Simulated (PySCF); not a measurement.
TaOBr2, SMILES [Ta]([Br])(=[O])[Br] (connectivity only; charge and spin as stated), neutral, multiplicity 2. Atoms are numbered in the order given.

```xyz
4

Ta     0.0000     0.0000    -0.3743
O      0.0000     0.0000    -2.0897
Br     0.0000    -2.2543     0.6292
Br     0.0000     2.2543     0.6292
```
Charge 0, spin multiplicity 2.

Coordinates come from a B3LYP-D3(BJ)/def2-SVP optimisation. The spin state was assumed, not searched. The def2 effective core potentials stand for the cores of Ta; spin–orbit coupling is left out.

Level of theory: PBE/def2-TZVPD (PySCF).

Mulliken values depend strongly on the basis, most of all with diffuse functions as here. ESP charges are fitted to the potential on shells at 1.4 to 2.0 van der Waals radii. Atomic charges (e):

| atom | ESP fit | Mulliken | Mulliken spin |
|---|---|---|---|
| Ta1 | ___ | 0.97 | 1.20 |
| O2 | ___ | -0.40 | -0.07 |
| Br3 | ___ | -0.29 | -0.06 |
| Br4 | ___ | -0.29 | -0.06 |

### Question
What belongs in the gaps? (Estimate from the structure and the level; the computed values follow.)

### Answer

- Ta1, ESP fit: 0.51
- O2, ESP fit: -0.32
- Br3, ESP fit: -0.10
- Br4, ESP fit: -0.10
